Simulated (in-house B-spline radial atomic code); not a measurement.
# The argon ion Ar⁵⁺: [Ne] 3s2 4f1 (an excited or competing configuration)

Level of theory: non-relativistic PBE0, spin-polarised, spherical fractional occupations, exact exchange averaged over the configuration, point nucleus; calculated with an all-electron radial atomic-structure program (B-spline basis).

Screening seen three ways: the hydrogenic charge with the same mean radius, Z_r = [3n² - l(l+1)]/(2<r>), the one with the same energy, Z_e = n√(-2ε), and Slater's rules. Values are occupation-weighted means over spin.

| shell | electrons | ε (eV) | <r> (bohr) | Z_r | Z_e | Slater |
| --- | --- | --- | --- | --- | --- | --- |
| 1s | 2 | -3245.3 | 0.08615 | 17.41 | 15.44 | 17.70 |
| 2s | 2 | -407.2 | 0.4121 | 14.56 | 10.94 | 13.85 |
| 2p | 6 | -340.31 | 0.3732 | 13.40 | 10.00 | 13.85 |
| 3s | 2 | -107.15 | 1.2 | 11.25 | 8.42 | 8.85 |
| 4f | 1 | -29.334 | 2.826 | 6.37 | 5.87 | 6.00 |

The least bound orbital is 4f up at -29.33 eV, and it is also the most diffuse (<r> = 2.826 bohr).
